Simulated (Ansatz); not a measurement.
The same ligand exchange along the group B, Al, Ga, In.

Gas-phase electronic energies from Ansatz, PBE0-D4/def2-TZVP geometries. CBS: MP2 limit from def2 TZ/QZ plus the TZ coupled-cluster correction, frozen cores. This one scheme is used for every species. DFT in def2-TZVPP. def2 core potentials past Kr. For Ga, In outer-core shells are correlated without core-valence functions, which leaves a few kJ/mol of doubt a bond. Scalar relativity is left out up to krypton. One conformer a species, not always the lowest.

| reaction | ωB97M-V (eV) | revPBE-D4 (eV) |
| --- | --- | --- |
| `CB(F)F` + `N=C=O` → `O=C=NB(F)F` + CH₄ | -0.89 | -0.89 |
| `[CH3][Al]([F])[F]` + `N=C=O` → `O=C=[N][Al]([F])[F]` + CH₄ | -1.32 | -1.24 |
| `[CH3][Ga]([F])[F]` + `N=C=O` → `O=C=[N][Ga]([F])[F]` + CH₄ | -0.58 | -0.52 |
| `[CH3][In]([F])[F]` + `N=C=O` → `O=C=[N][In]([F])[F]` + CH₄ | -0.43 | -0.37 |

(1) Give the CCSD(T)/CBS values in the same order. (Estimate.)

Largest T1 diagnostic: 0.018, for `N=C=O`.

## Answers

(1) Ansatz gave: -0.88, -1.37, -0.60, -0.48 eV.
